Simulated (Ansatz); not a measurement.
(H2Al-mu-OH)2 (Al₂O₂H₆). The state is a triplet with charge 0. Geometry r2SCAN-D4/def2-SVP, that of the neutral singlet; atoms count from 1.

Cartesian coordinates in Å:
```
Al 0.799 1.147 -0.310
H 0.348 2.569 0.238
H 2.107 0.958 -1.192
O -0.597 0.134 -1.040
Al -0.799 -1.147 0.310
H -0.349 -2.569 -0.237
H -2.107 -0.957 1.192
O 0.597 -0.134 1.039
H -0.744 -0.018 -1.980
H 0.745 0.017 1.980
```

At PBE0-D4/def2-TZVP a singlet of charge 0 lies 5.83 eV below the triplet at the same geometry.

Q: Estimate the Mulliken populations from the PBE0/def2-TZVP orbitals of Ansatz.

A: 
| atom | charge (e) | spin (α − β) |
| --- | --- | --- |
| Al1 | 0.30 | 0.20 |
| H2 | -0.08 | 0.07 |
| H3 | -0.08 | 0.07 |
| O4 | -0.40 | 0.02 |
| Al5 | -0.11 | 0.97 |
| H6 | 0.06 | 0.30 |
| H7 | 0.06 | 0.30 |
| O8 | -0.40 | 0.02 |
| H9 | 0.33 | 0.03 |
| H10 | 0.33 | 0.03 |
Mulliken values and Mayer orders depend strongly on the basis.

Q: Where does the spin sit?

A: Summed by element: Al 1.17, H 0.79, O 0.04, of 2 unpaired in all. Largest on single atoms: Al5 0.97, H7 0.30, H6 0.30.

Q: And the Mayer bond orders between bonded heavy atoms (over 0.3)?

A: Al1–O4 0.67 (1.87 Å); Al1–Al5 0.31 (2.86 Å); Al1–O8 0.67 (1.87 Å); O4–Al5 0.64 (1.87 Å); Al5–O8 0.64 (1.87 Å).
